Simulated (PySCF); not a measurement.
C₃H₈AlClO, singlet, at a GFN2-xTB geometry (such geometries of metal compounds can be far from the true shape). Base run: PBE0/6-31G, polarisability in PySCF.

Here is a job for PySCF.
```python
from pyscf import gto, scf, dft
from pyscf.prop import polarizability

mol = gto.Mole()
mol.atom = '''
    Al   -0.067184    0.035706   -0.036392
    Cl   -0.420327   -0.087591    1.965429
    C     1.676500   -0.506269   -0.878885
    C     2.700772   -1.062763    0.112733
    H     2.104548    0.356119   -1.401956
    H     1.482224   -1.247064   -1.662161
    H     2.318944   -1.954480    0.605904
    H     2.931043   -0.331242    0.884905
    H     3.629199   -1.325297   -0.395615
    O    -1.251889    0.607618   -1.033524
    C    -2.214100    1.077983   -1.931721
    H    -2.196622    0.478827   -2.845018
    H    -3.208039    1.013865   -1.482861
    H    -2.006263    2.119492   -2.186957
'''
mol.basis = '6-31g'
mol.charge = 0
mol.spin = 0
mol.verbose = 3
mol.build()

mf = dft.RKS(mol)
mf.xc = 'pbe0'
mf.kernel()
alpha = mf.Polarizability().polarizability()[2, 2]
print('alpha_zz =', alpha)
```

The base run was repeated with changes; each row names its change, and settings that it needs were set with it.

| change | alpha_zz (bohr³) | basis functions | core-seconds (rough) |
|---|---|---|---|
| base | 70.25 | 78 | 40 |
| functional = hf | 63.32 | 78 | 6 |
| finite field (a.u.) = 0.005; conv_tol = 1e-11 | 70.26 | 78 | 40 |
| functional = lda,vwn | 74.73 | 78 | 20 |
| finite field (a.u.) = 0.02; conv_tol = 1e-11 | 70.44 | 78 | 40 |
| functional = pbe | 74.01 | 78 | 40 |
| basis = 6-31+G* | 77.12 | 132 | 90 |
| finite field (a.u.) = 0.001; conv_tol = 1e-6 | 70.27 | 78 | 30 |
| finite field (a.u.) = 2e-4; conv_tol = 1e-11 | 70.25 | 78 | 40 |
| functional = camb3lyp | ? | 78 | 100 |
| basis = cc-pVDZ | ? | 132 | 90 |
| basis = def2-SVP | 69.19 | 132 | 90 |

Question: What belongs in the gaps?

Answer: 
- functional = camb3lyp, alpha_zz (bohr³): 68.83
- basis = cc-pVDZ, alpha_zz (bohr³): 73.34

Finite-field rows take the second difference of the energy in a field along z; a small field with loose convergence shows SCF noise divided by the square of the field, and a large one adds hyperpolarisability.
